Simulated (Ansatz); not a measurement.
Geometry optimisation, Ansatz, RKS PBE-D4/def2-SVP.

input.yaml

```yaml
crystal:
  periodic: [false, false, false]
  atoms:
    - { symbol: Ga, position_ang: [-1.2911, -0.1176, -0.9831] }
    - { symbol: "N", position_ang: [0.2069, -1.4087, 0.0926] }
    - { symbol: H, position_ang: [-0.9361, 0.0037, -2.4794] }
    - { symbol: H, position_ang: [-2.7186, -0.3254, -0.4187] }
    - { symbol: H, position_ang: [0.6103, 1.2131, 0.5772] }
    - { symbol: O, position_ang: [-0.4414, 1.6499, -0.0005] }
    - { symbol: H, position_ang: [1.0364, -0.493, 0.6124] }
    - { symbol: O, position_ang: [1.608, 0.5679, 1.0398] }
    - { symbol: H, position_ang: [0.7407, -2.0937, -0.4286] }
    - { symbol: H, position_ang: [-0.1952, -1.8794, 0.8972] }
    - { symbol: H, position_ang: [-0.9421, 2.1262, 0.6633] }
    - { symbol: H, position_ang: [2.3221, 0.757, 0.4279] }
basis:
  gaussian: { orbitals: def2-SVP }
hamiltonian:
  xc: pbe
  dispersion: d4
relax:
  f_tol: 0.15
  max_steps: 25
  restrain:
    - { distance: [0, 5], at: 3.18, k: 30.0 }
    - { distance: [4, 7], at: 2.27, k: 30.0 }
    - { distance: [6, 1], at: 2.32, k: 30.0 }
    - { distance: [0, 1], at: 1.93, k: 30.0 }
    - { distance: [4, 5], at: 0.97, k: 30.0 }
    - { distance: [6, 7], at: 0.97, k: 30.0 }
```

Launched with:

```bash
$ ansatz run input.yaml --threads 2 --pin off --max-ram 3072MiB --backend cpu --events-out ev --progress --plain --runs-dir out
```

Problem. Where does it end, and by what steps?

Solution. It converged. The restraints hold the end off the free minimum. After 11 steps the energy has risen by 0.417 eV (the restraints' own energy left out); H5 moved furthest, 0.77 Å. Joined: H5–O6 (1.28 → 0.98 Å), H7–O8 (1.28 → 0.98 Å).

```tsv
step	energy less start (eV)	largest force component (eV/Å)	accepted
0	0.0000	2.445	yes
1	0.2384	2.148	yes
2	0.5353	3.234	yes
3	0.6535	1.637	yes
4	0.5335	1.054	yes
5	0.4542	0.731	yes
6	0.4664	1.225	no
7	0.4278	0.649	yes
8	0.4225	0.541	yes
9	0.4288	0.617	no
10	0.4187	0.583	yes
11	0.4171	0.661	yes
```

```xyz
12
Properties=species:S:1:pos:R:3
Ga -1.289 -0.584 -1.061
N -0.093 -1.703 -0.091
H -0.799 -0.187 -2.496
H -2.653 -0.301 -0.334
H 0.346 1.934 0.536
O -0.466 2.247 0.093
H 1.386 -0.251 0.928
O 1.977 0.497 1.148
H 0.625 -2.235 -0.592
H -0.433 -2.241 0.712
H -1.116 2.248 0.820
H 2.515 0.576 0.338
```

The run took 35 s on 2 threads of Intel(R) Xeon(R) Platinum 8488C (Sapphire Rapids), with other jobs on the host, peak memory 0.18 GiB.
